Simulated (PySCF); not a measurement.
Compound: selenoformaldehyde, CH2Se.
Atom-mapped SMILES: `[CH2:1]=[Se:2]` (hydrogens: H3, H4 on C1)

Geometry (PBE0-D3(BJ)/def2-SVP, Å), atoms numbered from 1 in this order:
```xyz
4
CH2Se angstrom
C     -0.1264    0.0065    0.0912
Se     1.4637   -0.0419   -0.6182
H     -0.4713    0.8590    0.6919
H     -0.8455   -0.8142   -0.0343
```

Method used: core-valence-separated Tamm–Dancoff BHandHLYP/aug-pcX-1 (pcseg-1 on H, def2-SVPD on Se) in PySCF, non-relativistic, gas phase, PBE0-D3(BJ)/def2-SVP geometry. Absolute energies from this functional tend to lie a few eV below measured edges; no shift was applied.

Q: What does the C 1s absorption edge look like?

A: 
```
E (eV)       f  core hole on                 main final orbital  polarisation
281.34  0.0727            C1                        LUMO (92 %)  out of plane
287.35  0.0002            C1                      LUMO+1 (85 %)             –
288.14  0.0350            C1                      LUMO+3 (72 %)      in plane
288.28  0.0466            C1                      LUMO+2 (40 %)      in plane
289.32  0.0110            C1  LUMO+4/LUMO+5 (2 roots, f summed)         mixed
290.14  0.0032            C1                      LUMO+9 (65 %)      in plane
```

The first line with a tenth or more of the strongest one's intensity is at 281.34 eV (f = 0.073), with the hole on C1 (carbon bonded to Se and 2 H), polarised out of plane: a 1s→π* resonance. It is also the strongest listed.

Roots within 0.03 eV whose holes lie on the same, on equivalent or on shared atoms are summed into one line, and the highest roots are left out, as the search may have cut off their partners. Final orbitals are the ground state's empty Kohn–Sham orbitals. A dash: too weak, shared between unlike atoms, or no plane or axis to refer to.

Q: What length of transition dipole belongs to the line at 288.14 eV?

A: From f = (2/3) ΔE |μ|² in atomic units, with ΔE = 10.589 Eh and f = 0.0350: |μ| = 0.070 au = 0.18 D.

The ionisation thresholds weren't computed; near and above them a finite basis only mimics Rydberg series and continuum. The BHandHLYP/aug-pcX-1 (pcseg-1 on H, def2-SVPD on Se) calculation is non-relativistic and has no spin–orbit coupling, an omission that weighs most on selenium.

Hardware: Intel Xeon Platinum 8375C at 2.90 GHz, one thread, no GPU, shared host. Cost: 2.2 s, 0.36 GiB resident at most.
